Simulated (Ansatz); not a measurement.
`F[BH][GeH2][F]` + HBr → `[F][GeH2][Br]` + `BF` at 400 K and 1 bar (cleavage of the Ge–B bond).

Gas-phase electronic energies from Ansatz, PBE0-D4/def2-TZVP geometries. CBS: MP2 limit from def2 TZ/QZ plus the TZ coupled-cluster correction, frozen cores. This one scheme is used for every species. For Br, Ge outer-core shells are correlated without core-valence functions, which leaves a few kJ/mol of doubt a bond. Scalar relativity is left out up to krypton. One conformer a species, not always the lowest.

```json
{"species": "`F[BH][GeH2][F]`", "CCSD(T)/CBS energy (Eh)": "-2302.35660", "H − E (kJ/mol)": "113.9", "S (J/(mol·K))": "354.4"}
{"species": "HBr", "CCSD(T)/CBS energy (Eh)": "-2573.91920", "H − E (kJ/mol)": "27.6", "S (J/(mol·K))": "207.2"}
{"species": "`[F][GeH2][Br]`", "CCSD(T)/CBS energy (Eh)": "-4750.49448", "H − E (kJ/mol)": "71.6", "S (J/(mol·K))": "327.1"}
{"species": "`BF`", "CCSD(T)/CBS energy (Eh)": "-125.82039", "H − E (kJ/mol)": "73.4", "S (J/(mol·K))": "234.2"}
```

H − E and S are ideal-gas, rigid-rotor, harmonic terms from PBE0-D4/def2-TZVP, for one conformer and one mirror image of each species. 1 Eh = 2625.50 kJ/mol, R = 8.31446 J/(mol·K).

Question: By hand: ΔE, ΔH, ΔS and ΔG.

Answer: ΔE = (-4750.49448) + (-125.82039) − (-2302.35660) − (-2573.91920) = -0.03907 Eh = -102.6 kJ/mol. Δ(H − E) = 71.6 + 73.4 − 113.9 − 27.6 = 3.5, so ΔH = -99.1 kJ/mol. ΔS = 327.1 + 234.2 − 354.4 − 207.2 = -0.3 J/(mol·K). ΔG = -99.1 − 400 × (-0.3)/1000 = -99.0 kJ/mol.

Question: By hand: the equilibrium constant, and the temperature at which ΔG would vanish if ΔH and ΔS stayed fixed.

Answer: log₁₀ K = −ΔG/(RT ln 10) = 12.9. ΔG = 0 at ΔH/ΔS = 330333 K, far beyond where these terms or the molecules hold.

The number of gas molecules stays the same, so ΔS is small and ΔH decides. A doubt of 5 kJ/mol in ΔE shifts log₁₀ K by 0.7 here. Other conformers and mirror images would add mixing entropy, several J/(mol·K) or more a flexible species. These are equilibria of isolated gas molecules and say nothing of rates. Largest T1 diagnostic: 0.013 (customary marks: 0.02 for closed shells, 0.045 for open ones).
